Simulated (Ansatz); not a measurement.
A run on C₂H₅F₃OSi (`FC(F)(F)CO[SiH3]`) with other settings.

```yaml
crystal:
  periodic: [false, false, false]
  atoms:
    - {symbol: F, position_ang: [-1.645488, -1.249417, 2.081614]}
    - {symbol: C, position_ang: [-1.299488, -1.132256, 0.791276]}
    - {symbol: F, position_ang: [-2.381308, -0.838034, 0.034700]}
    - {symbol: F, position_ang: [-0.889815, -2.371045, 0.374652]}
    - {symbol: C, position_ang: [-0.199602, -0.076618, 0.590024]}
    - {symbol: O, position_ang: [0.204742, -0.035303, -0.640643]}
    - {symbol: Si, position_ang: [1.288778, 1.032431, -1.274877]}
    - {symbol: H, position_ang: [-0.615513, 0.855270, 1.076715]}
    - {symbol: H, position_ang: [0.633578, -0.398607, 1.280165]}
    - {symbol: H, position_ang: [1.331283, 0.851425, -2.730178]}
    - {symbol: H, position_ang: [0.905822, 2.466734, -0.880467]}
    - {symbol: H, position_ang: [2.663408, 0.731509, -0.583794]}
basis:
  gaussian: {orbitals: def2-SVPD, nuclear_model: gaussian}
hamiltonian: {xc: {name: HF}}
correlation: {method: rpa, electrons: all}
```

```sh
$ ansatz run in.yaml --threads 4 --pin off --events-out ev --progress --plain --max-ram 11315MiB
```

It prints (some lines left out):

```
Functional definition: HF
1914 factors; integrals over basis functions are off by at most 1.0e-3 eV
mean field evaluation 1: about -20141.1394 eV, gradient 5.0e1 eV
mean field evaluation 2: about -20141.1456 eV, gradient 5.0e1 eV
mean field evaluation 4: about -20146.2092 eV, gradient 4.2e0 eV
mean field evaluation 8: about -20146.2683 eV, gradient 2.7e-4 eV
mean field -20146.26827124 eV, -740.3617033371 hartree, gradient 8.2e-7 eV, S^2 0.000000; 0 other end points of the search recorded, 0 dependent functions left out
reference -20146.26827124 eV, -740.3617033371 hartree; 33, 33 occupied and 163, 163 virtual orbitals, 1914 factors
Total energy: -20182.51235568 eV, -741.6936488730 hartree
```

Run time 2.1 s (4 threads of an AMD EPYC 9R45 on a shared host); peak host memory 0.66 GiB.
